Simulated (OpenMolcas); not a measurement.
Multiplet structure of Co4+

```
Program             : OpenMolcas 26.06
Method              : MS-CASPT2, IPEA 0.25 Eh, imaginary shift 0.1 Eh (closed shells correlated: 3s 3p)
Basis               : ANO-RCC-VQZP [7s6p4d3f2g1h]
Scalar Hamiltonian  : DKH2, point nucleus
Active space        : 5 electrons in 10 orbitals (3d 4d)
State averaging     : 2S+1 = 6 even, 1 root; 2S+1 = 4 even, 24 roots; 2S+1 = 2 even, 53 roots
Spin-orbit coupling : RASSI with atomic mean-field integrals over the reference wave functions, term energies averaged over their components
```

With spin-orbit coupling, above the lowest level:

```csv
Configuration,Term,J,E (cm-1),Measured (cm-1),Term weight %,Second
3d5,6S,5/2,0.0,0.0,100,
3d5,4G,5/2,38560,,100,
3d5,4G,7/2,38630,,100,
3d5,4G,9/2,38670,,100,
3d5,4G,11/2,38680,37218,100,
3d5,4P,5/2,42630,40753,92,7 4D
3d5,4P,3/2,42740,40891,94,6 4D
3d5,4P,1/2,42870,41024,98,
3d5,4D,7/2,46370,44709,100,
3d5,4D,1/2,46470,44908,98,
3d5,4D,3/2,46600,,94,6 4P
3d5,4D,5/2,46650,,93,7 4P
3d5,2I,11/2,56380,,99,
3d5,2I,13/2,56520,,100,
3d5,2D,5/2,59690,57083,72,26 2F(1)
3d5,2D,3/2,60410,57823,93,7 4F
3d5,2F(1),7/2,62160,59455,94,4 4F
3d5,4F,5/2,62980,,59,34 2F(1)
3d5,4F,9/2,63170,60830,97,3 2G
3d5,4F,7/2,63240,60974,95,4 2F(1)
3d5,4F,3/2,63440,,93,7 2D
3d5,2F(1),5/2,63680,,39,39 4F
3d5,2H,9/2,67380,64742,76,23 2G
3d5,2H,11/2,68020,65284,99,
3d5,2G,7/2,68740,66229,99,
3d5,2G,9/2,69310,66760,74,24 2H
3d5,2F(2),5/2,73160,,99,
3d5,2F(2),7/2,73310,,98,
```

Against the 15 measured excited levels shown (Sugar and Corliss, J. Phys. Chem. Ref. Data 10, 1097 (1981)) the mean absolute deviation is 2200 cm-1; the largest miss in energy is 3d5 2H 11/2: computed 68020, measured 65284 cm-1 (+4.2 %).

Spin-orbit coupling puts the lowest level 49.8 cm-1 below the lowest spin-free term.

CASPT2 breaks the degeneracy within a term, and the mean is taken; among the terms shown or strongly mixed into the levels shown the widest spread is 580 cm-1 (3d5 2I). Some levels mix across a computed gap that differs much from the measured one, so their mixing is not that of the real levels. Active for correlation alone: 4d; no level in the range computed is led by a configuration that fills it, so any true level of that kind is missing. Computed and measured levels are paired by configuration, term and J; levels that our copy of the source lacks, or whose pairing is in doubt (as where it misses far off the trend of its configuration), stay unpaired and out of the deviations. Only configurations of the active space appear. The first state left out of the spin-orbit step lies near 98000 cm-1 above the lowest spin-free state of the reference (among the parities and spins computed), and the list stops at four fifths of that energy or lower.

The term weight is that of the spin-free term in the level, not the purity of its configuration. A number in round brackets counts repeated terms of one configuration in the order of the reference energies.
